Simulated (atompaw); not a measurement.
## Building the PAW (atompaw) potential for Sb (PBE, scalar-relativistic).

Sb (Z = 51), PAW, made with atompaw 4.2.0.5 (PBE, scalar-relativistic). Core [Ar] 3d10, reference 4s2 4p6 4d10 5s2 5p2 (charge +1). Waves: 4s (bound): rc 1.35 bohr; 5s (bound): rc 1.65 bohr; 4p (bound): rc 1.10 bohr; 5p (bound): rc 1.65 bohr; 4d (bound): rc 1.65 bohr; 4d channel at 0.45 Ry: rc 1.65 bohr. Local part: bessel scheme, radius 1.30 bohr. Core correction: smooth core density matched at 1.20 bohr. Augmentation charge: sinc compensation charge, radius 1.55 bohr; PAW radius 1.65 bohr; waves and projectors: custom polynom vanderbiltortho.

All-electron outer shells of the reference configuration (PBE, scalar-relativistic, ld1.x):

```
shell  level (eV)  outermost node (bohr)  outermost maximum (bohr)
   3d     -524.42                      –                      0.24
   4s     -157.36                   0.39                      0.73
   4p     -110.31                   0.39                      0.76
   4d      -42.01                   0.38                      0.84
   5s      -20.64                   0.95                      1.88
   5p      -11.99                   1.04                      2.24
```

What the tests gave:

| Quantity | Value |
| --- | --- |
| Cutoffs needed | 80 Ry and 110 Ry (the cutoffs (Ry, on a coarse ladder) from which the occupation-weighted sum of valence levels, in a spherical-Bessel basis at the reference potential, stays within 10 and 1 mRy of its value at 400 Ry) |
| Ghost test | no extra level below or beside the all-electron valence levels (s, p, d, f tested) (spherical-Bessel basis up to 400 Ry, 20 bohr box) |
| Lowest eigenvalue of the overlap operator | 0.55 (p channel) |
| Overlap eigenvalues printed by atompaw (projector basis) | 0.476, 0.578, 2.35, 18.1, 232, 475 |
| Share of each valence orbital outside the PAW sphere | 4s 1 %, 5s 75 %, 4p 1 %, 5p 88 %, 4d 8 % |

Generation and tests took about 3.6 s on one core of a shared server CPU.
